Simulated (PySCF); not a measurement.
Species: C₇H₁₀.
Bonds: C1–C2 (triple), C2–C3, C3–C4, C3–C5, C5–C6, C6–C7, C3–C7. Hydrogens: H8 on C1; H9, H10, H11 on C4; H12, H13 on C5; H14, H15 on C6; H16, H17 on C7.

Computed, not measured: PySCF 2.14.0, density-fitted response routines, TDDFT PBE0/def2-SVPD, vertical, gas phase, core orbitals frozen in the response. Geometry: GFN2-xTB, one conformer, isolated molecule.

Computed states:

```
state  E (eV)       f
   S1    6.64  0.0002
   S2    6.89   0.012
   S3    6.91  0.0003
   S4    7.22   0.039
   S5    7.22   0.071
   S6    7.84   0.018
   S7    7.84  0.0021
   S8    8.06  0.0000
```

Broadening: Gaussians 0.25 eV wide at half height, area fixed by f = 4.319×10⁻⁹ ∫ε dν̃. The width is an assumption, not a result. The curve ends short of the highest state used, and states not computed would add to its high-energy end.

Problem. Give the broadened spectrum and its maxima.

Solution. 
| E (eV) | ε (L mol⁻¹ cm⁻¹) |
| --- | --- |
| 6.26 | 0 |
| 6.29 | 0 |
| 6.32 | 0 |
| 6.35 | 1 |
| 6.37 | 1 |
| 6.40 | 2 |
| 6.43 | 4 |
| 6.46 | 6 |
| 6.48 | 8 |
| 6.51 | 13 |
| 6.54 | 21 |
| 6.57 | 33 |
| 6.60 | 55 |
| 6.62 | 77 |
| 6.65 | 130 |
| 6.68 | 216 |
| 6.71 | 345 |
| 6.73 | 458 |
| 6.76 | 662 |
| 6.79 | 892 |
| 6.82 | 1117 |
| 6.85 | 1305 |
| 6.87 | 1397 |
| 6.90 | 1489 |
| 6.93 | 1562 |
| 6.96 | 1701 |
| 6.98 | 1893 |
| 7.01 | 2430 |
| 7.04 | 3370 |
| 7.07 | 4760 |
| 7.10 | 6529 |
| 7.12 | 7817 |
| 7.15 | 9676 |
| 7.18 | 11120 |
| 7.21 | 11827 |
| 7.23 | 11796 |
| 7.26 | 10997 |
| 7.29 | 9468 |
| 7.32 | 7527 |
| 7.35 | 5525 |
| 7.37 | 4301 |
| 7.40 | 2764 |
| 7.43 | 1641 |
| 7.46 | 902 |

Maxima: 172 nm (7.22 eV), ε about 12000, made up of S4 (35%) and S5 (65%) (ε in L mol⁻¹ cm⁻¹; maxima over ε = 5, shares over 10%).

Problem. What would ε be at 7.22 eV, the highest of these maxima, with half the width (0.125 eV)?

Solution. About 23700 L mol⁻¹ cm⁻¹ against 11900, a factor of about 2.00; a lone state at its own centre would give exactly 2.

Problem. On this curve, what absorbance would a 10⁻³ mol/L sample give at 193 nm over a 1 cm path?

Solution. 193 nm is 6.424 eV, where ε is about 3.1 L mol⁻¹ cm⁻¹, so A = ε c l ≈ 0.0031 (Beer–Lambert, with the gas-phase spectrum and the assumed width).
